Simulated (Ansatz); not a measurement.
C$_{5}$H$_{12}$Si, singlet, at a GFN2-xTB geometry; PBE/cc-pV(D+d)Z (Ansatz, a quantum-chemistry and plane-wave program).

Input for Ansatz:
Ansatz 0.2 input:
```yaml
crystal:
  periodic: [false, false, false]
  atoms:
    - {symbol: C, position_ang: [2.09969304, -0.88807633, 1.07024251]}
    - {symbol: C, position_ang: [1.47938131, 0.16669378, 0.56540590]}
    - {symbol: Si, position_ang: [-0.27822790, 0.14471539, -0.14823312]}
    - {symbol: C, position_ang: [-0.70932913, 1.91047222, -0.72535719]}
    - {symbol: C, position_ang: [-1.51414155, -0.41817328, 1.19381653]}
    - {symbol: C, position_ang: [-0.35896631, -1.05961472, -1.62774492]}
    - {symbol: H, position_ang: [3.10234198, -0.84227493, 1.46909345]}
    - {symbol: H, position_ang: [1.62846602, -1.85714423, 1.10860404]}
    - {symbol: H, position_ang: [2.01189694, 1.11072167, 0.55795147]}
    - {symbol: H, position_ang: [-1.70950775, 1.95608508, -1.14523564]}
    - {symbol: H, position_ang: [-0.01891182, 2.25685325, -1.48854468]}
    - {symbol: H, position_ang: [-0.66873842, 2.61671776, 0.09848447]}
    - {symbol: H, position_ang: [-1.50559261, 0.25399108, 2.04664380]}
    - {symbol: H, position_ang: [-2.52948007, -0.44910483, 0.80955198]}
    - {symbol: H, position_ang: [-1.27089795, -1.41123062, 1.55889485]}
    - {symbol: H, position_ang: [0.32384535, -0.76219016, -2.41800042]}
    - {symbol: H, position_ang: [-0.09054437, -2.06777118, -1.32728167]}
    - {symbol: H, position_ang: [-1.35751067, -1.09847816, -2.05307519]}
basis:
  gaussian:
    orbitals: cc-pV_D+d_Z.json
hamiltonian:
  xc: pbe
```
The basis file holds cc-pV(D+d)Z in the JSON format of the Basis Set Exchange.

The log (banner, timings and long lists left out):

```
Functional definition: PBE
1899 factors; their error is unknown
mean field evaluation 1: about -13224.6384 eV, gradient 9.5e1 eV
mean field evaluation 2: about -13203.3606 eV, gradient 1.2e2 eV
mean field evaluation 4: about -13246.8149 eV, gradient 8.1e0 eV
mean field evaluation 8: about -13246.9884 eV, gradient 1.9e-1 eV
mean field evaluation 16: about -13246.9453 eV, gradient 2.5e-4 eV
mean field -13246.94534097 eV, -486.8162621785 hartree, gradient 4.6e-5 eV, S^2 0.000000; 0 other end points of the search recorded, 0 dependent functions left out
reference -13246.94538103 eV, -486.8162636507 hartree; 28, 28 occupied and 125, 125 virtual orbitals, 1899 factors
Total energy: -13246.94538103 eV, -486.8162636507 hartree
```
